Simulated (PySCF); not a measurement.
This script is equivalent to a calculation on Mn (manganese, neutral).

```python
from pyscf import gto, scf, dft, mp, cc
import basis_set_exchange as bse
mol = gto.M(atom="Mn 0 0 0", charge=0, spin=5, symmetry="D2h",
            basis=gto.basis.parse(bse.get_basis("aug-cc-pVTZ", elements=["Mn"], fmt="nwchem")))
mf = dft.UKS(mol, xc="PBEsol")
mf.irrep_nelec = {'Ag': (6, 4), 'B1g': (1, 0), 'B2g': (1, 0), 'B3g': (1, 0), 'B1u': (2, 2), 'B2u': (2, 2), 'B3u': (2, 2)}
mf.kernel()
```

Q: What total energy does it give?

A: -1149.634 hartree (calculated).

Q: Which occupied shell lies highest, and where?

A: 4s β, at -4.420 eV.

Q: What is ⟨S²⟩, and what would a pure spin state give?

A: 8.764, against 8.75.
